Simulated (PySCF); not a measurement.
First SCF of a structure search on singlet CoO₂(OH), at a hand-made T-shaped (ligand arrangement 1) (heavy-atom frame) geometry. PySCF input:

```python
from pyscf import gto, scf, dft
mol = gto.M(atom='''
Co     0.000000     0.000000     0.000000
O      0.000000     0.000000     1.600000
O      1.599000     0.000000     0.055800
O     -1.738900     0.000000     0.060700
H     -2.355600     0.735400     0.082300''',
    basis={'Co': 'def2-TZVP', 'O': 'def2-TZVP', 'H': 'def2-TZVP'},
    charge=0, spin=0)
mf = dft.RKS(mol, xc='PBE0')
mf.grids.atom_grid = (50, 194)
aux = {'Co': 'def2-universal-JKFIT', 'O': 'def2-universal-JKFIT', 'H': 'def2-universal-JKFIT'}
mf = mf.density_fit(auxbasis=aux)
mf.conv_tol = 1e-08
mf.diis_space = 10
mf.max_cycle = 60
mf.init_guess = 'minao'
mf.verbose = 4
mf.kernel()
```

Excerpt of the output (cycles and frontier levels); where DIIS stalls, ADIIS, DIIS with a small level shift and a second-order solver take over in turn:

```
init E= -1607.65946087279
  HOMO = 0.0575496659000052  LUMO = 0.176197552229516  gap/eV = 3.22857
cycle= 1 E= -1590.47810424368  delta_E= 17.2  |g|= 8.02  |ddm|= 12.4
  HOMO = -1.25323664197877  LUMO = -0.986032928282782  gap/eV = 7.27098
cycle= 2 E= -1508.27402737727  delta_E= 82.2  |g|= 24.6  |ddm|= 20.4
  HOMO = -0.677196269121126  LUMO = -0.613377455849108  gap/eV = 1.73660
cycle= 3 E= -1574.22936087772  delta_E=  -66  |g|= 16.5  |ddm|= 11.2
  HOMO = -0.608122853563481  LUMO = -0.584710314918438  gap/eV = 0.63709
cycle= 4 E= -1586.3122720832  delta_E= -12.1  |g|= 13.3  |ddm|= 4.75
  HOMO = -0.458437793304213  LUMO = -0.415580805274044  gap/eV = 1.16620
cycle= 5 E= -1587.75521389065  delta_E= -1.44  |g|= 11.5  |ddm|= 5.04
  HOMO = -0.564389077821522  LUMO = -0.508521095842981  gap/eV = 1.52025
cycle= 6 E= -1595.64793140997  delta_E= -7.89  |g|= 9.56  |ddm|= 5.36
  HOMO = -0.353410663559784  LUMO = -0.291870044572656  gap/eV = 1.67461
... 98 lines left out ...
cycle= 56 E= -1608.41359099288  delta_E= -0.0012  |g|= 0.0223  |ddm|= 0.12
  HOMO = -0.29705622643436  LUMO = -0.214727276541742  gap/eV = 2.24028
cycle= 57 E= -1608.4156062902  delta_E= -0.00202  |g|= 0.0286  |ddm|= 0.19
  HOMO = -0.299089931097043  LUMO = -0.209775353804434  gap/eV = 2.43037
cycle= 58 E= -1608.41621766316  delta_E= -0.000611  |g|= 0.0613  |ddm|= 0.226
  HOMO = -0.297689023446697  LUMO = -0.212053378876746  gap/eV = 2.33026
cycle= 59 E= -1608.41712877845  delta_E= -0.000911  |g|= 0.0174  |ddm|= 0.0766
  HOMO = -0.296513497696194  LUMO = -0.214346411904037  gap/eV = 2.23588
cycle= 60 E= -1608.41748194973  delta_E= -0.000353  |g|= 0.0223  |ddm|= 0.07
SCF not converged.
init E= -1607.65946087279
  HOMO = 0.0575496659000052  LUMO = 0.176197552229516  gap/eV = 3.22857
cycle= 1 E= -1590.47810424368  delta_E= 17.2  |g|= 8.02  |ddm|= 12.4
  HOMO = -1.25323664197877  LUMO = -0.986032928282782  gap/eV = 7.27098
cycle= 2 E= -1508.27402737727  delta_E= 82.2  |g|= 24.6  |ddm|= 20.4
  HOMO = -0.653411184331037  LUMO = -0.623433281190899  gap/eV = 0.81574
cycle= 3 E= -1596.05644488077  delta_E= -87.8  |g|= 10.3  |ddm|= 13.3
  HOMO = -0.387086396608319  LUMO = -0.308699335465853  gap/eV = 2.13302
cycle= 4 E= -1601.35498817631  delta_E= -5.3  |g|= 4.75  |ddm|= 5.08
  HOMO = -0.26418271218911  LUMO = -0.229538262180214  gap/eV = 0.94272
cycle= 5 E= -1606.50046105208  delta_E= -5.15  |g|= 2.95  |ddm|= 2.93
  HOMO = -0.237088940216225  LUMO = -0.181049479969404  gap/eV = 1.52491
cycle= 6 E= -1606.36619381007  delta_E= 0.134  |g|= 3.02  |ddm|= 2.67
  HOMO = -0.122755399738866  LUMO = -0.110204849452847  gap/eV = 0.34152
... 18 lines left out ...
cycle= 16 E= -1608.39332020279  delta_E= -0.144  |g|= 0.411  |ddm|= 0.27
  HOMO = -0.286266220075979  LUMO = -0.223310831660115  gap/eV = 1.71310
cycle= 17 E= -1608.34490036876  delta_E= 0.0484  |g|= 0.721  |ddm|= 0.392
  HOMO = -0.292010316590477  LUMO = -0.219059615784957  gap/eV = 1.98509
cycle= 18 E= -1608.41723314951  delta_E= -0.0723  |g|= 0.153  |ddm|= 0.235
  HOMO = -0.298508714106456  LUMO = -0.210198684762079  gap/eV = 2.40304
cycle= 19 E= -1608.40447946741  delta_E= 0.0128  |g|= 0.34  |ddm|= 0.183
  HOMO = -0.295677035687746  LUMO = -0.215190787277906  gap/eV = 2.19014
cycle= 20 E= -1608.41944930662  delta_E= -0.015  |g|= 0.0833  |ddm|= 0.0918
SCF not converged.
init E= -1608.41944930662
  HOMO = -0.283560695173656  LUMO = -0.121648512593904  gap/eV = 4.40585
cycle= 1 E= -1608.39223063084  delta_E= 0.0272  |g|= 0.436  |ddm|= 0.198
  HOMO = -0.28594396669557  LUMO = -0.0678845128916599  gap/eV = 5.93370
cycle= 2 E= -1608.04173831928  delta_E= 0.35  |g|= 1.61  |ddm|= 0.747
  HOMO = -0.29723058024755  LUMO = -0.123855596868318  gap/eV = 4.71777
cycle= 3 E= -1608.35815996537  delta_E= -0.316  |g|= 0.544  |ddm|= 0.412
  HOMO = -0.290556148229937  LUMO = -0.116315931216023  gap/eV = 4.74132
cycle= 4 E= -1608.4168357164  delta_E= -0.0587  |g|= 0.124  |ddm|= 0.202
  HOMO = -0.291398869558922  LUMO = -0.115886022442667  gap/eV = 4.77595
cycle= 5 E= -1608.42067845456  delta_E= -0.00384  |g|= 0.0261  |ddm|= 0.0841
  HOMO = -0.292482264565691  LUMO = -0.115903272748318  gap/eV = 4.80496
cycle= 6 E= -1608.42032821556  delta_E= 0.00035  |g|= 0.0532  |ddm|= 0.0287
  HOMO = -0.293653881347193  LUMO = -0.115563494695145  gap/eV = 4.84609
... 39 lines left out ...
  HOMO = -0.295182311422907  LUMO = -0.11443098249113  gap/eV = 4.91849
cycle= 27 E= -1608.42121197572  delta_E= -2.37e-07  |g|= 0.00039  |ddm|= 0.0019
  HOMO = -0.295176649361802  LUMO = -0.114430807514588  gap/eV = 4.91834
cycle= 28 E= -1608.42121184743  delta_E= 1.28e-07  |g|= 0.000445  |ddm|= 0.000766
  HOMO = -0.295174083535956  LUMO = -0.114443996202638  gap/eV = 4.91792
cycle= 29 E= -1608.42121218865  delta_E= -3.41e-07  |g|= 0.000305  |ddm|= 0.0013
  HOMO = -0.295145227352654  LUMO = -0.114457339188053  gap/eV = 4.91677
cycle= 30 E= -1608.42121218773  delta_E= 9.18e-10  |g|= 0.000519  |ddm|= 0.0023
SCF not converged.
  HOMO = -0.295163862414885  LUMO = -0.214414183358385  gap/eV = 2.19731
macro= 0  E= -1608.42118582415  delta_E= 2.63636e-05  |g|= 0.000518912  2 KF 15 JK
macro= 1  E= -1608.42119110299  delta_E= -5.27884e-06  |g|= 0.000479584  2 KF 14 JK
macro= 2  E= -1608.42119026812  delta_E= 8.34877e-07  |g|= 0.00109592  2 KF 10 JK
macro= 3  E= -1608.42119028448  delta_E= -1.63595e-08  |g|= 0.00029733  1 KF 5 JK
macro= 4  E= -1608.42119028448  delta_E= -5.91172e-12  |g|= 2.99005e-05  1 KF 2 JK
macro X = 5  E=-1608.42119028448  |g|= 2.99005e-05  total 9 KF 52 JK
converged SCF energy = -1608.42119028448
```

This is not the lowest solution: another start and a stability analysis within the same restricted form found one 0.8 kJ/mol lower, at -1608.42148 Eh.

At the minimum of this search the closed-shell solution is unstable towards spin polarisation, so a lower open-shell solution exists.

The search for the lowest solution, 3 starts and the stability check together, took 37 s on 4 threads of a shared Arm Neoverse V1 host, with 144 basis functions; the process peaked at 0.8 GiB.
